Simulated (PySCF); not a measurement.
Molecular orbitals of BeS

BP86 at R = 1.741 Å; basis Be 6-311G(d,p), S 6-311G(d,p); no relativity; PySCF 2.14. State: ¹Σ⁺ (singlet), closed shell. Only the outer orbitals are listed, counted within each symmetry.

| orbital | occ. | ε (eV) | on Be (%) | main shells (%) |
| --- | --- | --- | --- | --- |
| 5σ | 2 | -16.07 | 13 | 86 S s |
| 6σ | 2 | -7.64 | 30 | 63 S p, 26 Be s |
| 2π | 2 | -5.97 | 22 | 78 S p, 20 Be p |
| 2π | 2 | -5.97 | 22 | 78 S p, 20 Be p |
| 7σ | 0 | -4.78 | 92 | 52 Be s, 40 Be p |
| 3π | 0 | -1.36 | 85 | 84 Be p, 14 S p |
| 3π | 0 | -1.36 | 85 | 84 Be p, 14 S p |

Question: Which are the highest filled and the lowest empty level, where do they sit, and how wide is the gap?

Answer: Highest filled 2π at -5.97 eV (in %: 78 S p, 20 Be p); lowest empty 7σ at -4.78 eV (in %: 52 Be s, 40 Be p); the gap at BP86 is 1.19 eV.

```
bond order (Mayer)                              : 2.40
⟨S²⟩                                            : 0.000
charge on Be (Mulliken, basis-dependent)        : 0.27
charge on Be (Löwdin, basis-dependent)          : -0.14
dipole moment (positive dipole means Be(−)S(+)) : -5.16 D
```
